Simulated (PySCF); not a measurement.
Structure problem from calculated spectra and properties.

Formula: C5H15N3Si.

* Dipole: 1.50 D [CAM-B3LYP/def2-SVPD]
* Polarisability: 112.6 au [CAM-B3LYP/def2-SVPD]
* UV, first state: lowest singlet excitation: 5.22 eV (238 nm, f = 0.004) [TDDFT CAM-B3LYP/def2-SVPD]
* Triplet: lowest triplet excitation (Tamm–Dancoff): 4.49 eV [TDA CAM-B3LYP/def2-SVPD]
* 1H NMR: chemical shifts (computed TMS as zero) by class: 9.85 (1 H), 7.67 (1 H), 4.17 (2 H), 3.15 (2 H), 2.40 (3 H), 2.37 (6 H) ppm [GIAO HF/pcSseg-1]
* 13C NMR: chemical shifts (computed TMS as zero) by class: 183.4 (1 C), 50.0 (1 C), 34.2 (2 C), 33.2 (1 C) ppm [GIAO HF/pcSseg-1]
* Rotational structure: rotational constants A, B, C: 2.161, 0.728, 0.657 GHz [PBE0-D3(BJ)/def2-SVP]
* Valence photoelectron: vertical ionisation energy: 8.30 eV [ΔSCF CAM-B3LYP/def2-SVPD]

Electronic properties: PySCF, gas phase, density fitting. Levels stand in brackets. Geometry: PBE0-D3(BJ)/def2-SVP, one conformer, isolated molecule. NMR values are class means; diastereotopic atoms form classes of their own.

**Question.** What is the compound? Reason from the data.

**Answer.** Numbering: `[H]/[N:9]=[CH:8]/[CH2:7][N:5]([SiH2:4][N:2]([CH3:1])[CH3:3])[CH3:6]`. Its formula, C5H15N3Si, gives 1 degree of unsaturation: 0 rings and 1 π bond in the structure found. 5 carbons fall into 4 classes; from least to most shielded: imine carbon [C8] (183.4 ppm), sp3 carbon bound to nitrogen [C7] (50.0 ppm), N-methyl carbon [C1/C3] (34.2 ppm, 2 C, up to 2.5 ppm apart in this geometry), N-methyl carbon [C6] (33.2 ppm). Hydrogen classes from least to most shielded: 1 H on an imine nitrogen, N9 (9.85 ppm), 1 H on an imine carbon, C8 (7.67 ppm), 2 H on an SiH2 silicon, Si4 (4.17 ppm), 2 H on an sp3 carbon bound to nitrogen, C7 (3.15 ppm), 3 H on an N-methyl carbon, C6 (2.40 ppm), 6 H on 2 N-methyl carbons, C1/C3 (2.37 ppm, a mean of values up to 0.7 ppm apart in this geometry). The first electron is taken from the HOMO, whose largest Löwdin shares are 0.41 on a silicon-bound nitrogen, 0.13 on a silicon-bound nitrogen, 0.07 on the SiH2 silicon and 0.07 on an N-methyl carbon. The optimised geometry has point group C1 and is an asymmetric top. Structure: `[H]/N=C/CN(C)[SiH2]N(C)C`. Computed isomers that give other values at the same levels: `C=CC[Si](N)(N)N(C)C` (rotational constant A: 1.466 GHz; this holds for the one conformer computed). The assignments are read from this structure; whether some other isomer fits the data as well wasn't checked.

Conformer computed: `[H]/[N:9]=[CH:8]/[CH2:7][N:5]([SiH2:4][N:2]([CH3:1])[CH3:3])[CH3:6]`: C1–N2–Si4–N5 52°, N2–Si4–N5–C6 -139°, Si4–N5–C7–C8 103°, N5–C7–C8–N9 132°.
